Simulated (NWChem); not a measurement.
System: TiNH2Cl3; SMILES [NH2][Ti]([Cl])([Cl])[Cl]

```xyz
7

Ti     0.0148     0.0192    -0.1918
Cl     0.3976     2.0429     0.5056
Cl     1.5089    -1.4327     0.4570
Cl    -1.9637    -0.6853     0.4171
N      0.0699     0.0901    -2.0103
H      0.0851     0.9537    -2.5498
H      0.0721    -0.7309    -2.6137
```
Atoms are numbered in this order, from 1.

Results from NWChem. Medium grid unless said otherwise, to which SCAN and Minnesota functionals are sensitive. Structure relaxed at the PBE0/def2-SVP level. Not confirmed as a minimum by frequencies. Hybrids' shares of exact exchange are those that their runs print; pure functionals count as 0. The functionals differ in more than this share.

| row | share of exact exchange | highest occupied level (eV) |
|---|---|---|
| PBE/def2-SVP | 0.00 | -6.88 |
| KT2/def2-SVP | 0.00 | -6.97 |
| B3LYP/def2-SVP | 0.20 | -8.01 |
| r2SCAN0/def2-SVP | 0.25 | -8.66 |
| Hartree-Fock/def2-SVP | 1.00 | withheld |

Task: Fit a straight line of the last column on the one before it, predict the withheld value, and compare with the run.

Result: 
1. Means of the 4 shown rows: x = 0.113, y = -7.630. Slope Σ(x − x̄)(y − ȳ)/Σ(x − x̄)² = -0.3335/0.05188 = -6.429; intercept -6.907.
2. The shown rows scatter about the line by 0.122 (root mean square); the largest residual is +0.18, at B3LYP/def2-SVP.
3. At x = 1.00 (Hartree-Fock/def2-SVP; beyond the shown range) the line gives -13.34.
4. The run gives -11.77, +1.57 from the line, 12.9 times the scatter.
